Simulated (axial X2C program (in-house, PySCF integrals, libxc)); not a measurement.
# Working with the constants of LiBr⁺

A bond curve at the CCSD(T) level, 2c, was computed with an axial X2C code built on PySCF integrals (basis Br dyall-cv3z [8s9p6d4f1g], Li dyall-cv3z [7s8p2d] (cores contracted in-house)) for the state Ω = 3/2 (⟨Sz⟩ = 0.50, ⟨Lz⟩ = 1.00 at HF). Its fit gives Re = 2.5571 Å, ωe = 289.0 cm⁻¹, ωexe = 4.89 cm⁻¹ and αe = 8.573e-03 cm⁻¹; the masses are 78.9183 and 7.0160 u. Two-component means X2C with spin–orbit coupling and atomic mean-field Coulomb and Gaunt terms.

Correlated methods: 7 electrons correlated (number of frozen shells: Br 3 s, 2 p, 1 d; Li 1 s), 187 virtual spin orbitals or spinors in MP2, 59 natural virtuals in coupled cluster.

Problem. Find the reduced mass, Be and the force constant.

Solution. From the CCSD(T) values: μ = 6.4432 u. Be = 16.8576/(μ Re²) = 0.4001 cm⁻¹. k = 5.8918×10⁻⁷ μ ωe² = 0.317 mdyn/Å.

Problem. Where do the fundamental and the first overtone lie?

Solution. ν(1←0) = ωe − 2ωexe = 279.2 cm⁻¹; ν(2←0) = 2ωe − 6ωexe = 548.7 cm⁻¹.

Problem. Estimate De from a Morse curve and compare with the computed well depth of 0.568 eV to Br + Li+.

Solution. De(Morse) = ωe²/(4ωexe) = 0.529 eV against 0.568 eV computed, a ratio of 0.93. For De the Morse form works well here.

Problem. Estimate the centrifugal constant by the Kratzer relation.

Solution. D = 4Be³/ωe² = 3.07e-06 cm⁻¹.

Problem. A Morse curve ties αe to the other constants (Pekeris). How well does that hold?

Solution. αe(Morse) = 6Be²/ωe × (√(ωexe/Be) − 1) = 8.296e-03 cm⁻¹; the CCSD(T) curve gives 8.573e-03 cm⁻¹, a ratio of 0.97.

The state is one determinant whose occupation by symmetry is held fixed; it was picked as the lowest of a PBE0 search that is not exhaustive. De is counted from the lowest determinant-based energies of the atoms at the same level, without counterpoise correction. CCSD and (T) use frozen natural virtuals with an MP2 correction for the truncation; (T) itself is uncorrected, so its De runs slightly low.
